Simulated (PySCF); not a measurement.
Species: C3H11FOSi2.
Z-matrix (Å and degrees, PBE0-D3(BJ)/def2-SVP geometry), rows numbered from 1:
```
C 
C   1  1.5206
C   2  1.5159  1  113.22
F   3  1.4045  2  109.24  1   -56.02
Si  3  1.9024  2  114.75  1  -172.89
O   5  1.6579  3  106.93  2    65.60
Si  6  1.6655  5  138.98  3    45.18
H   1  1.1019  2  111.24  3   -61.02
H   1  1.0994  2  110.48  3    58.56
H   1  1.1000  2  111.29  3   178.67
H   2  1.1039  1  110.59  3   120.76
H   2  1.1036  1  110.00  3  -122.38
H   3  1.1067  2  109.65  1    60.70
H   5  1.4927  3  109.20  2  -174.88
H   5  1.4910  3  110.99  2   -53.26
H   7  1.4904  6  107.50  5   163.03
H   7  1.4923  6  110.32  5   -78.14
H   7  1.4922  6  110.72  5    43.41
```

The closed-shell ground state was solved at several levels (PySCF, density fitting, gas phase, non-relativistic).

```tsv
level	basis functions	HOMO (eV)	LUMO (eV)	gap (eV)	dipole (D)
CAM-B3LYP/def2-SVPD	242	-9.52	0.82	10.34	1.67
PBE0/pcSseg-1	188	-8.10	0.11	8.21	1.63
```

**Question.** Estimate the row for KT2/pcSseg-1, a basis of 188 functions; the other rows only guide the guess.

**Answer.** HOMO -6.77 eV, LUMO -1.01 eV, gap 5.76 eV, dipole 1.53 D.

**Question.** Over all these levels, which gives the widest orbital gap and which the narrowest?

**Answer.** CAM-B3LYP/def2-SVPD (range-separated hybrid) has the widest, 10.34 eV, and KT2/pcSseg-1 (GGA) the narrowest, 5.76 eV. Functional and basis both differ between the two, so the spread mixes both effects.

**Question.** How far do the dipole and the HOMO energy spread over the levels?

**Answer.** The dipole runs from 1.53 to 1.67 D (mean 1.61 D) and the HOMO from -9.52 to -6.77 eV.

One conformer stands for the species.
